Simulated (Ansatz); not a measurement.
`C[SiH](Cl)[SiH2]F` + H₂ → `C[SiH2][SiH2]F` + HCl  (hydrogenolysis of the Si–Cl bond)

Computed with Ansatz on PBE0-D4/def2-TZVP structures; ΔE is electronic, products minus reactants. CCSD(T)/CBS is the MP2 limit (def2-TZVPP, def2-QZVPP) plus CCSD(T) − MP2 in def2-TZVPP, frozen cores. This one scheme is used for every species. Functionals use def2-TZVPP. HSE06 is defined as in plane-wave codes. Each species was taken in one conformer, which may not be the lowest.

```
     level  ΔE (kJ/mol)
r2SCAN0-D4         82.3
  HSE06-D4         78.9
```

Task: What does CCSD(T)/CBS give? (An estimate is asked.)

Result: The calculation gave: +80.6 kJ/mol. The listed levels differ from it by 1.7, -1.7 kJ/mol.

Task: What do rigid-rotor, harmonic-oscillator terms from PBE0-D4/def2-TZVP frequencies (298.15 K, 1 bar) make of the CCSD(T)/CBS value? (Estimate.)

Result: Ansatz gave: ΔZPE = +7.4 kJ/mol, ΔH = +85.1 kJ/mol, ΔS = 23 J/(mol·K), ΔG = +78.2 kJ/mol. Modes under 50 cm⁻¹ make the entropy rough.

Largest T1 diagnostic among the species: 0.012.

The D4 term adds +9.2 kJ/mol with B3LYP and +5.0 kJ/mol with PBE0; it sums over pairs of atoms, weighted by their polarisabilities, and B3LYP, whose exchange is more repulsive, gets the larger term. In def2-TZVPP, CCSD(T) changes the Hartree–Fock value by +7.0 kJ/mol (the triples alone add +3.4 kJ/mol) and MP2 by +18.0 kJ/mol. Leaving LDA and LC-ωPBE aside and taking each functional with its dispersion term where it has one, the values, not all of them listed here, spread over 7.9 kJ/mol, from CAM-B3LYP-D4 to r2SCAN-D4.

CCSD(T)/CBS has its own doubt, a few kJ/mol and more with outer-core shells, so smaller differences from it don't rank the levels.

B3LYP here is the variant with VWN-RPA as its local correlation; programs differ in this.
